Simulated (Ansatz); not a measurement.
Computed with Ansatz on PBE0-D4/def2-TZVP structures; ΔE is electronic, products minus reactants. CBS: MP2 limit from def2 TZ/QZ plus the TZ coupled-cluster correction, frozen cores. This one scheme is used for every species. DFT in def2-TZVPP. For Zn outer-core shells are correlated without core-valence functions, which leaves a few kJ/mol of doubt a bond. Scalar relativity is left out up to krypton. Each species was taken in one conformer, which may not be the lowest.

`[NH2][Zn][AlH][F]` + silanol → `[F][AlH][O][SiH3]` + `[NH2][ZnH]`  (cleavage of the Al–Zn bond)

`[NH2][Zn][AlH][F]`:

```xyz
7

N    -1.130   -0.236   -1.853
Zn   -0.206   -0.062   -0.293
Al    0.981    0.247    1.833
F     2.288    1.269    1.804
H    -1.823   -0.949   -2.014
H    -0.806    0.129   -2.734
H     0.695   -0.398    3.257
```

`O[SiH3]`:

```xyz
6

O     0.449   -0.531   -1.076
Si   -0.274    0.073    0.275
H     1.358   -0.284   -1.246
H     0.435   -0.350    1.514
H    -1.652   -0.469    0.275
H    -0.316    1.561    0.258
```

`[F][AlH][O][SiH3]`:

```xyz
8

F    -1.753   -2.305   -0.026
Al   -1.642   -0.712   -0.418
O    -0.215    0.101   -0.111
Si    1.274    0.608    0.309
H    -2.872    0.000   -1.067
H     2.133    0.687   -0.900
H     1.184    1.954    0.932
H     1.891   -0.333    1.281
```

`[NH2][ZnH]`:

```xyz
5

N    -0.210   -0.583    0.561
Zn    0.457    0.620   -0.626
H    -0.754   -1.366    0.232
H    -0.600   -0.264    1.435
H     1.107    1.593   -1.601
```

```csv
level,ΔE (kcal/mol)
LDA (SPW92),-28.1
PBE-D4,-26.6
PBE0-D4,-28.3
CAM-B3LYP-D4,-33.2
ωB97M-V,-31.5
BHLYP,-32.7
HF/def2-TZVPP,-34.3
HF/def2-QZVPP,-34.7
```

(1) What does CCSD(T)/CBS give? (An estimate is asked.)

Largest T1 diagnostic among the species: 0.016.

Answers

(1) Computed: -31.3 kcal/mol. The listed levels differ from it by 3.2, 4.7, 3.0, -1.9, -0.2, -1.4, -3.0, -3.4 kcal/mol.

From BLYP to BHLYP (50 % exact exchange), in def2-TZVPP and without D4, ΔE moves by −3.4 kcal/mol. Leaving LDA and LC-ωPBE aside and taking each functional with its dispersion term where it has one, the values, not all of them listed here, spread over 6.7 kcal/mol, from BHLYP-D4 to PBE-D4. LDA lies −2.0 kcal/mol from PBE without D4.
